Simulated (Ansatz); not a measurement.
Consider the ligand exchange at the Si–N bond: `C[SiH](C)[NH][AlH2]` + `CNC` → `CN(C)[SiH](C)C` + `[NH2][AlH2]`.

Gas-phase electronic energies from Ansatz, PBE0-D4/def2-TZVP geometries. CCSD(T)/CBS adds triple-zeta CCSD(T) − MP2 to the extrapolated MP2 energy (def2 sets, frozen cores). This one scheme is used for every species. DFT in def2-TZVPP. B3LYP here is the variant with VWN-RPA as its local correlation; programs differ in this. Each species was taken in one conformer, which may not be the lowest.

(1) Is it downhill or uphill in electronic energy at CCSD(T)/CBS, and by how much? (Best estimate.)

(2) What do these levels give: B3LYP-D4, ωB97X-V, B2PLYP, PBE, r2SCAN, SCS-MP2/def2-TZVPP, CCSD(T)/def2-TZVPP, MP2/def2-QZVPP, SCS-MP2/def2-QZVPP, HF/CBS(def2), MP2/CBS(def2), CCSD/CBS(def2)? (Estimate.)

Largest T1 diagnostic among the species: 0.011.

Answers

(1) The calculation gave: Uphill: ΔE = +0.11 eV.

(2) Ansatz gave: B3LYP-D4 0.08, ωB97X-V 0.09, B2PLYP 0.12, PBE 0.13, r2SCAN 0.12, SCS-MP2/def2-TZVPP 0.11, CCSD(T)/def2-TZVPP 0.11, MP2/def2-QZVPP 0.08, SCS-MP2/def2-QZVPP 0.11, HF/CBS(def2) 0.21, MP2/CBS(def2) 0.08, CCSD/CBS(def2) 0.12 eV.

The D4 term adds −0.06 eV with B3LYP and −0.04 eV with PBE0; it sums over pairs of atoms, weighted by their polarisabilities, and B3LYP, whose exchange is more repulsive, gets the larger term. In def2-TZVPP, CCSD(T) changes the Hartree–Fock value by −0.10 eV (the triples alone add −0.01 eV) and MP2 by −0.12 eV.
